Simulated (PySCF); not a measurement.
HfI4, triplet, geometry from GFN2-xTB (such geometries of metal compounds can be far from the true shape) (the multiplicity is a formal guess) (core potentials on Hf, I); DF-SVWN5/def2-SVP (PySCF).

The PySCF input:
```python
from pyscf import gto, scf, dft

mol = gto.Mole()
mol.atom = '''
    Hf   -0.00000000    0.00000000    0.00000000
    I     2.17597930   -0.68115902   -1.62127852
    I     0.88746986    0.43615763    2.61716857
    I    -1.19878736    2.33070353   -0.97884499
    I    -1.86466180   -2.08570214   -0.01704507
'''
mol.basis = 'def2-svp'
mol.ecp = {'Hf': 'def2-svp', 'I': 'def2-svp'}
mol.spin = 2
mol.verbose = 4
mol.build()

mf = dft.UKS(mol)
mf.xc = 'lda,vwn'
mf = mf.density_fit(auxbasis='def2-universal-jkfit')
mf.kernel()
```

**Question.** Predict the main parts of the log of this PySCF run.

**Answer.** 
```
PySCF version 2.14.0

[INPUT] verbose = 4
[INPUT] num. atoms = 5
[INPUT] num. electrons = 112
[INPUT] charge = 0
[INPUT] spin (= nelec alpha-beta = 2S) = 2
[INPUT] symmetry False subgroup None
[INPUT] Mole.unit = angstrom
[INPUT] Symbol           X                Y                Z      unit          X                Y                Z       unit  Magmom
[...]
nuclear repulsion = 661.321820131931
number of shells = 52
number of NR pGTOs = 301
number of NR cGTOs = 136
basis = def2-svp
ecp = {'Hf': 'def2-svp', 'I': 'def2-svp'}

******** <class 'pyscf.df.df_jk.DFUKS'> ********
method = DFUKS
initial guess = minao
damping factor = 0
level_shift factor = 0
DIIS = <class 'pyscf.scf.diis.CDIIS'>
diis_start_cycle = 1
diis_space = 8
diis_damp = 0
SCF conv_tol = 1e-09
SCF conv_tol_grad = None
SCF max_cycles = 50
direct_scf = False
number electrons alpha = 57  beta = 55
XC library pyscf.dft.libxc version 7.1.2
    S. Lehtola, C. Steigemann, M. J. T. Oliveira, and M. A. L. Marques,  SoftwareX 7, 1–5 (2018)
XC functionals = lda,vwn
    P. A. M. Dirac,  Math. Proc. Cambridge Philos. Soc. 26, 376 (1930)
    F. Bloch,  Z. Phys. 57, 545 (1929)
    S. H. Vosko, L. Wilk, and M. Nusair,  Can. J. Phys. 58, 1200 (1980)
radial grids:
    Treutler-Ahlrichs [JCP 102, 346 (1995); DOI:10.1063/1.469408] (M4) radial grids

becke partition: Becke, JCP 88, 2547 (1988); DOI:10.1063/1.454033
pruning grids: <function nwchem_prune>
grids dens level: 3
symmetrized grids: False
atomic radii adjust function: <function treutler_atomic_radii_adjust>
small_rho_cutoff = 0
Set gradient conv threshold to 3.16228e-05
tot grids = 111624
init E= -1098.57632342409

cycle= 1 E= -1231.50063737799  delta_E= -133  |g|= 4.48  |ddm|= 13.8

cycle= 2 E= -1227.4626454842  delta_E= 4.04  |g|= 4.53  |ddm|= 11.9

cycle= 3 E= -1233.99833521734  delta_E= -6.54  |g|= 1.86  |ddm|= 7.92

cycle= 4 E= -1234.12160548215  delta_E= -0.123  |g|= 2.32  |ddm|= 6.51

cycle= 5 E= -1236.76494913332  delta_E= -2.64  |g|= 0.784  |ddm|= 2.47

cycle= 6 E= -1235.09810974697  delta_E= 1.67  |g|= 1.57  |ddm|= 2.76

cycle= 7 E= -1237.14727906155  delta_E= -2.05  |g|= 0.243  |ddm|= 1.93

cycle= 8 E= -1237.09953962478  delta_E= 0.0477  |g|= 0.313  |ddm|= 1.92

cycle= 9 E= -1237.13616938862  delta_E= -0.0366  |g|= 0.259  |ddm|= 1.79

cycle= 10 E= -1237.19334376978  delta_E= -0.0572  |g|= 0.146  |ddm|= 1.41

cycle= 11 E= -1237.19225406389  delta_E= 0.00109  |g|= 0.154  |ddm|= 1.84

[...]

cycle= 20 E= -1237.2145431412  delta_E= -0.0039  |g|= 0.0713  |ddm|= 1.85

cycle= 21 E= -1237.20988491113  delta_E= 0.00466  |g|= 0.0873  |ddm|= 1.65

cycle= 22 E= -1237.21298889801  delta_E= -0.0031  |g|= 0.0829  |ddm|= 1.72

cycle= 23 E= -1237.20823874914  delta_E= 0.00475  |g|= 0.098  |ddm|= 1.74

cycle= 24 E= -1237.2163856633  delta_E= -0.00815  |g|= 0.0631  |ddm|= 1.34

cycle= 25 E= -1237.21550527286  delta_E= 0.00088  |g|= 0.0695  |ddm|= 1.76

cycle= 26 E= -1237.210634851  delta_E= 0.00487  |g|= 0.0873  |ddm|= 1.42

cycle= 27 E= -1237.21019679717  delta_E= 0.000438  |g|= 0.0866  |ddm|=  1.5

cycle= 28 E= -1237.20878513733  delta_E= 0.00141  |g|= 0.0927  |ddm|= 1.16

cycle= 29 E= -1237.21326007074  delta_E= -0.00447  |g|= 0.0783  |ddm|= 1.85

cycle= 30 E= -1237.21153273503  delta_E= 0.00173  |g|= 0.083  |ddm|= 1.39

cycle= 31 E= -1237.21428697104  delta_E= -0.00275  |g|= 0.0731  |ddm|= 1.44

cycle= 32 E= -1237.21355736945  delta_E= 0.00073  |g|= 0.0754  |ddm|= 1.72

cycle= 33 E= -1237.21271306126  delta_E= 0.000844  |g|= 0.0814  |ddm|= 1.83

cycle= 34 E= -1237.19932267093  delta_E= 0.0134  |g|= 0.124  |ddm|= 1.42

cycle= 35 E= -1237.21322151842  delta_E= -0.0139  |g|= 0.0776  |ddm|= 0.771

cycle= 36 E= -1237.20422376238  delta_E= 0.009  |g|= 0.11  |ddm|= 1.57

cycle= 37 E= -1237.21051448356  delta_E= -0.00629  |g|= 0.0846  |ddm|= 0.466

cycle= 38 E= -1237.21088268402  delta_E= -0.000368  |g|= 0.0831  |ddm|= 1.56

cycle= 39 E= -1237.20953420304  delta_E= 0.00135  |g|= 0.0899  |ddm|= 1.15

cycle= 40 E= -1237.2127688328  delta_E= -0.00323  |g|= 0.0808  |ddm|= 1.76

cycle= 41 E= -1237.2089540368  delta_E= 0.00381  |g|= 0.0918  |ddm|= 1.71

cycle= 42 E= -1237.21295474072  delta_E= -0.004  |g|= 0.0778  |ddm|= 1.62

cycle= 43 E= -1237.21346681411  delta_E= -0.000512  |g|= 0.0765  |ddm|= 0.957

cycle= 44 E= -1237.20092630478  delta_E= 0.0125  |g|= 0.12  |ddm|= 1.47

cycle= 45 E= -1237.21066103373  delta_E= -0.00973  |g|= 0.0842  |ddm|= 0.653

cycle= 46 E= -1237.20960455913  delta_E= 0.00106  |g|= 0.09  |ddm|= 1.58

cycle= 47 E= -1237.20944546778  delta_E= 0.000159  |g|= 0.0921  |ddm|= 1.73

cycle= 48 E= -1237.21080257193  delta_E= -0.00136  |g|= 0.0858  |ddm|= 1.15

cycle= 49 E= -1237.21132182564  delta_E= -0.000519  |g|= 0.0821  |ddm|= 1.16

cycle= 50 E= -1237.20966996721  delta_E= 0.00165  |g|= 0.0904  |ddm|=  1.3
SCF not converged.
SCF energy = -1237.20966996721 after 50 cycles  <S^2> = 2.0018907  2S+1 = 3.0012602
```

The run did not converge; its last values are not results.
